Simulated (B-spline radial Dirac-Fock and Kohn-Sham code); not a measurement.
## Binding energies of Pr⁺ in different valence configurations

Level of theory: Dirac-Fock ΔSCF + Breit + QED; a radial atomic solver. The model has no electron correlation.

Reference: the tabulated ground configuration [Xe] 4f3 6s1, with 1s 41997.3 eV, 2p3/2 5973.5 eV, 3s 1518.0 eV, 4s 322.2 eV, 4p1/2 257.1 eV, 4d5/2 124.5 eV, Kα1 36023.8 eV, Kβ1 40745.0 eV, Lα1 5033.6 eV, Lβ2 5849.0 eV.

Q: One of these configurations gives the following shifts from the reference, in eV: average energy +1.07, 1s -2.35, 2p3/2 -2.47, 3s -2.45, 4s -2.42, 4p1/2 -2.40, 4d5/2 -2.38, Kα1 +0.12, Kβ1 +0.08, Lα1 -0.04, Lβ2 -0.09. Which?
A. [Xe] 4f2 6s2
B. [Xe] 4f3 5d1
C. [Xe] 4f1 5d2 6s1
D. [Xe] 4f2 5d1 6s1

A: B. The others give [Xe] 4f2 5d1 6s1: 1s +7.42; [Xe] 4f1 5d2 6s1: 1s +15.63; [Xe] 4f2 6s2: 1s +10.32.

Values without a named source are computed, but for edge energies of neutral atoms, which are taken from tables.
